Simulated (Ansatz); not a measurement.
C2H5S, doublet, at a GFN2-xTB geometry; BHLYP/def2-SVPD in Ansatz (an electronic-structure program).

The Ansatz input:
Ansatz 0.2 input:
```yaml
crystal:
  periodic: [false, false, false]
  atoms:
    - {symbol: C, position_ang: [1.53299942, 0.71450865, -0.07982546]}
    - {symbol: C, position_ang: [0.06095953, 0.70378944, -0.22714829]}
    - {symbol: S, position_ang: [-0.80517238, -0.73669354, 0.18351772]}
    - {symbol: H, position_ang: [-2.02845725, -0.24935278, -0.03240556]}
    - {symbol: H, position_ang: [-0.41201640, 1.36171374, -0.93464300]}
    - {symbol: H, position_ang: [1.87938030, 1.72772034, 0.12702719]}
    - {symbol: H, position_ang: [1.83695475, 0.06093026, 0.73566701]}
    - {symbol: H, position_ang: [2.04314293, 0.37629641, -0.99008672]}
basis:
  gaussian:
    orbitals: def2-SVPD
hamiltonian:
  xc: {name: BHLYP}
magnetization: {spin_polarized: true, initial_magnetization: 1}
accuracy: high
```

**Question.** Predict the main parts of the log of this Ansatz run.

**Answer.** 
```
Functional definition: BHLYP
2138 factors; integrals over basis functions are off by at most 3.7e-9 eV
mean field evaluation 1: about -12979.9017 eV, gradient 2.5e1 eV
mean field evaluation 2: about -12980.1842 eV, gradient 2.4e1 eV
mean field evaluation 4: about -12983.2885 eV, gradient 1.4e0 eV
mean field evaluation 8: about -12983.3058 eV, gradient 4.0e-2 eV
mean field evaluation 16: about -12983.3059 eV, gradient 6.4e-5 eV
mean field -12983.30587089 eV, -477.1276903544 hartree, gradient 6.9e-8 eV, S^2 0.758003; 0 other end points of the search recorded, 0 dependent functions left out
reference -12983.30589818 eV, -477.1276913572 hartree; 17, 16 occupied and 90, 91 virtual orbitals, 2138 factors
Total energy: -12983.30589818 eV, -477.1276913572 hartree
```
